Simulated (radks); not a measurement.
Problem. Coherent X-ray form factor from a spherical all-electron density. All-electron calculation, scalar-relativistic Kohn-Sham, PBE, spin-polarised, spherical densities, finite nucleus; Fermi nuclear charge, rms radius of each element as measured or else 0.836 A^(1/3) + 0.57 fm. Program: a radial shooting solver on a logarithmic mesh with Libxc functionals.

sin(theta)/lambda (1/angstrom)  f0 (electrons)
0.05                                    39.907
0.1                                     39.630
0.15                                    39.176
0.2                                     38.557
0.25                                    37.787
0.3                                     36.884
0.4                                     34.762
0.5                                     32.367
0.6                                     29.872
0.8                                     25.137
1                                       21.270
1.25                                    17.778
1.5                                     15.298
2                                       11.504

The species is in the configuration that NIST lists as its ground one. Which atom or ion scatters so?

Solution. The gadolinium ion Gd24+, [Kr] 4d4. Extrapolating in s^2 from the first two rows gives f0(0) = 40.0, near the electron count 40; among species with that count, the fall with angle is slower the higher Z, and the table is that of Z = 64; from so few rows the species is fixed only to a neighbour or two.
